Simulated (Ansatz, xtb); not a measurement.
# ClFOSi2: where a starting geometry ends

The starting geometry of this gas-phase singlet was built from a drawn formula by distance geometry; its bonds are those of `F[Si]1=[Si](Cl)O1`.

```yaml
atoms:
  - { symbol: Cl, position_ang: [-2.4347, -1.1506, 2.4694] }
  - { symbol: F, position_ang: [-1.6239, 4.1206, 2.9882] }
  - { symbol: O, position_ang: [-0.5046, 1.7162, 1.0323] }
  - { symbol: Si, position_ang: [-1.5608, 2.5895, 2.1914] }
  - { symbol: Si, position_ang: [-1.6914, 0.6328, 1.7735] }
```

**Question.** Predict what becomes of its bonds when it is optimised with r2SCAN-D4/def2-SVP.

**Answer.** A bond breaks, giving a structure given below by its coordinates. Contacts that open: Si4–Si5 (2.01 → 3.34 Å).

The energy falls by 5.16 eV over 19 steps:

```
step  E − E(last) (eV)
   1             5.160
   3             2.992
   5             1.562
   7             1.134
   9             0.600
  11             0.188
  13             0.011
  15             0.001
  17             0.001
  19             0.000
```

Final geometry (Å):

| atom | x (Å) | y (Å) | z (Å) |
| --- | --- | --- | --- |
| Cl | -1.7807 | -1.0024 | 2.6381 |
| F | -0.6331 | 3.6835 | 2.8298 |
| O | -1.7715 | 1.7445 | 1.6671 |
| Si | -2.1292 | 3.2258 | 2.3548 |
| Si | -1.5008 | 0.2570 | 0.9651 |

From the same start GFN2-xTB ends elsewhere, at `O=[Si](F)[Si]Cl`.

The end wasn't checked by frequencies. Run with Ansatz 0.2.0, 120 s on 1 thread of AMD EPYC (Zen 3), with other jobs on the host.
